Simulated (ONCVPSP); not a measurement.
# osmium: variants of one ONCV potential

Base potential:

Os, optimised norm-conserving Vanderbilt (ONCV), made with ONCVPSP 4.0.1 (PBEsol, scalar-relativistic). Core [Kr] 4d10 4f14, reference 5s2 5p6 5d6 6s2. Waves: 5s+6s: rc 1.85 bohr, ncon 4, nbas 8, qcut 6.6 1/bohr, 2 projectors; 5p: rc 1.35 bohr, ncon 4, nbas 7, qcut 6.4 1/bohr, 2 projectors, debl 3.9 Ha; 5d: rc 2.60 bohr, ncon 4, nbas 9, qcut 6.2 1/bohr, 2 projectors, debl 3.2 Ha. Local part: polynomial inside 1.15 bohr (lpopt 4, dvloc0 0 Ha). Core correction: Teter function fitted to the true core (icmod 2), fcfact 0.25.

All-electron outer shells of the reference configuration (PBEsol, scalar-relativistic, ld1.x):

```json
{"shell": "5s", "level (eV)": "-91.60", "outermost node (bohr)": "0.51", "outermost maximum (bohr)": "0.91"}
{"shell": "4f", "level (eV)": "-52.02", "outermost node (bohr)": "–", "outermost maximum (bohr)": "0.40"}
{"shell": "5p", "level (eV)": "-50.86", "outermost node (bohr)": "0.55", "outermost maximum (bohr)": "1.03"}
{"shell": "5d", "level (eV)": "-6.29", "outermost node (bohr)": "0.60", "outermost maximum (bohr)": "1.36"}
{"shell": "6s", "level (eV)": "-6.19", "outermost node (bohr)": "1.20", "outermost maximum (bohr)": "2.48"}
```

Cutoffs, loose and tight: the cutoffs (Ha) at which the residual kinetic energy of the hardest occupied pseudo-wave falls to 1 and 0.1 mHa per electron. They do not see the model core or the augmentation charge, which bear on the density cutoff. Test errors are all-electron minus pseudo excitation energies from the reference, over the configurations 5s2 5p6 5d6 6s1; 5s2 5p6 5d6 6s0; 5s2 5p6 5d5 6s0; 5s2 5p6 5d5 6s2. A dash means not determined; rows that change the core or the reference have their own tests.

```tsv
change	outcome	cutoff, loose	cutoff, tight	bound ghosts	GHOST(+) flags above zero	largest test error (meV)
base	generated	64 Ha	82 Ha	none	s	-22
p: qcut 3.7	generated	67 Ha	83 Ha	none	s	-22
p: qcut 6.2	generated	67 Ha	83 Ha	none	s	-22
p: qcut 7	generated	41 Ha	79 Ha	none	s	-22
p: qcut 8.1	generated	29 Ha	64 Ha	none	s	-23
p: qcut 8.8	generated	32 Ha	38 Ha	none	s	-23
```

Question: What comes out with this change to the base: p: qcut 5.4?

Answer: outcome: generated; cutoff, loose: 71 Ha; cutoff, tight: 85 Ha; bound ghosts: none; GHOST(+) flags above zero: s; largest test error (meV): -22.

Question: What comes out with this change to the base: p: qcut 9.3?

Answer: outcome: generated; cutoff, loose: 34 Ha; cutoff, tight: 39 Ha; bound ghosts: none; GHOST(+) flags above zero: s; largest test error (meV): -23.

Question: What comes out with this change to the base: p: qcut 4.9?

Answer: outcome: generated; cutoff, loose: 72 Ha; cutoff, tight: 85 Ha; bound ghosts: none; GHOST(+) flags above zero: s; largest test error (meV): -22.

Reading the sweep of the qcut of the p channel (base included, trends over the rows without a ghost): The loose cutoff is not monotonic: lowest 29 Ha at 8.1 1/bohr, highest 72 Ha at 4.9 1/bohr. The median size of the test errors (rows with all tests solved) stays near 13.6 meV.
